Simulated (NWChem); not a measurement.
System: InBr₃; SMILES [Br][In]([Br])[Br]

Results from NWChem. All runs use the structure optimised with PBE0/def2-SVP. No frequency run checked for a minimum. def2 effective core potentials on In; no spin-orbit coupling. Ions are spin-unrestricted doublets at the neutral geometry; other ion states weren't tried. Functional: LC-ωPBE (HJS hole) with def2-SVP; rows give the range parameter ω in 1/bohr.

| range parameter (1/bohr) | vertical ionisation energy, ΔSCF (eV) | −ε(HOMO) (eV) | ΔSCF minus −ε(HOMO) (eV) |
|---|---|---|---|
| 0.10 | 10.05 | 8.75 | 1.30 |
| 0.20 | 10.57 | 9.93 | 0.64 |
| 0.25 | 10.84 | 10.40 | 0.44 |
| 0.35 | 11.31 | 11.13 | 0.18 |
| 0.80 | 12.15 | 12.44 | -0.29 |
